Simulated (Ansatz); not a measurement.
`N[SiH](F)[O][SnH3]` and `N[Si@H](F)O[Si@@H](N)O` differ in one atom or group.

Ansatz, PBE0-D4/def2-TZVP geometries, multiplicity 1. Each molecule was computed in one conformer, which needn't be the lowest.

Elements past krypton have def2 core potentials.

```tsv
property	`N[SiH](F)[O][SnH3]`
LUMO energy (B3LYP/def2-TZVPP) / eV	-0.77
HOMO–LUMO gap (B3LYP/def2-TZVPP) / eV	6.79
LUMO energy (PBE/def2-TZVPP) / eV	-1.31
size of the dipole moment (B3LYP/def2-TZVPP) / D	2.75
HOMO–LUMO gap (PBE0/def2-TZVPP) / eV	7.29
size of the dipole moment (PBE/def2-TZVPP) / D	2.68
```

(1) What does the change do to each property? (Best estimate.)

Results:

(1) Ansatz gave: 
```
                                        property  `N[Si@H](F)O[Si@@H](N)O`  shift
             LUMO energy (B3LYP/def2-TZVPP) / eV                      0.56   1.33
           HOMO–LUMO gap (B3LYP/def2-TZVPP) / eV                      7.97   1.18
               LUMO energy (PBE/def2-TZVPP) / eV                      0.07   1.38
size of the dipole moment (B3LYP/def2-TZVPP) / D                      1.27  -1.48
            HOMO–LUMO gap (PBE0/def2-TZVPP) / eV                      8.56   1.27
  size of the dipole moment (PBE/def2-TZVPP) / D                      1.24  -1.44
```

With PBE0 the HOMO rises by 0.15 eV and the LUMO rises by 1.42 eV, so the gap widens by about 1.27 eV. PBE moves the HOMO by 0.15 eV and ωB97M-V by 0.13 eV. Dipoles are sizes alone; their direction can turn.

B3LYP here is the variant with VWN-RPA as its local correlation; programs differ in this.
